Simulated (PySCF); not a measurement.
## Orbital picture of SnPb⁺

BLYP at R = 2.871 Å; Sn def2-SVP with ECP28, Pb def2-SVP with ECP60; scalar-relativistic core potentials (PySCF 2.14). State: ⁴Σ⁻ (quartet), unpaired electrons σ ↑, π ↑↑. Only the outer orbitals are listed, counted within each symmetry, core potentials removing the inner ones.

```csv
spin,orbital,occ.,ε (eV),on Sn (%),main shells (%)
α,7σ,1,-18.51,24,"74 Pb s, 21 Sn s"
α,8σ,1,-15.86,74,"74 Sn s, 23 Pb s"
α,9σ,1,-10.37,53,"49 Sn p, 45 Pb p"
α,5π,1,-9.78,52,"51 Sn p, 47 Pb p"
α,5π,1,-9.78,52,"51 Sn p, 47 Pb p"
α,6π,0,-8.02,48,"52 Pb p, 48 Sn p"
α,6π,0,-8.02,48,"52 Pb p, 48 Sn p"
α,10σ,0,-5.69,49,"51 Pb p, 48 Sn p"
β,7σ,1,-17.75,21,"78 Pb s, 18 Sn s"
β,8σ,1,-15.07,77,"76 Sn s, 19 Pb s"
β,9σ,0,-9.39,51,"48 Sn p, 47 Pb p"
β,5π,0,-8.96,48,"51 Pb p, 47 Sn p"
β,5π,0,-8.96,48,"51 Pb p, 47 Sn p"
```

Which are the highest filled and the lowest empty level, where do they sit, and how wide is the gap?

Highest filled α 5π at -9.78 eV (in %: 51 Sn p, 47 Pb p); lowest empty β 9σ at -9.39 eV (in %: 48 Sn p, 47 Pb p); the gap at BLYP is 0.39 eV.

| Item | Value |
| --- | --- |
| bond order (Mayer) | 1.64 |
| ⟨S²⟩ | 3.751 |
| charge on Sn (Mulliken, basis-dependent) | 0.47 |
| charge on Sn (Löwdin, basis-dependent) | 0.48 |
| dipole moment (positive dipole points towards Pb; it is taken about the centre of mass and depends on that origin) | -1.25 D |

Spin–orbit coupling is left out, which matters for elements this heavy, above all for dissociation energies. The state was picked by a PBE0 search and need not be the measured ground state.
